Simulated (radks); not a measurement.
Species: N3-. Configuration: [Ne]. Method: scalar-relativistic Kohn-Sham, r2SCAN, spin-polarised, spherical densities, finite nucleus; meta-GGA in the generalised Kohn-Sham scheme; Fermi nuclear charge, rms radius 2.5582 fm; Watson sphere of charge +3 and radius 3.82 bohr; computed with a radial shooting solver on a logarithmic mesh with Libxc functionals.

Normalised radial functions P(r) = r R(r), r in bohr:

r,1s,2s,2p
0.01434,0.4572,0.0984,0.0014
0.02022,0.6187,0.1331,0.0028
0.02853,0.8233,0.1767,0.0054
0.04056,1.0762,0.2300,0.0105
0.05721,1.3520,0.2864,0.0197
0.0807,1.6215,0.3369,0.0363
0.1148,1.8262,0.3627,0.0657
0.1619,1.8729,0.3332,0.1127
0.2283,1.6962,0.2163,0.1836
0.3247,1.2825,-0.0134,0.2818
0.458,0.7662,-0.3282,0.3974
0.646,0.3304,-0.6471,0.5093
0.9185,0.0908,-0.8381,0.5813
1.296,0.0140,-0.8022,0.5797
1.828,0.0009,-0.5901,0.5184
2.599,0.0000,-0.3356,0.4412
3.666,0.0000,-0.1526,0.3710
5.171,0.0000,-0.0453,0.2389
7.352,0.0000,-0.0062,0.0930
10.37,0.0000,-0.0003,0.0205

1s: eigenvalue -383.46 eV, 0 radial nodes, <r> = 0.229 bohr, 90 % of the charge inside 0.410 bohr. 2s: eigenvalue -14.608 eV, 1 radial node at r = 0.319 bohr, <r> = 1.45 bohr, 90 % of the charge inside 2.41 bohr. 2p: eigenvalue -3.673 eV, 0 radial nodes, <r> = 2.46 bohr, 90 % of the charge inside 4.69 bohr.
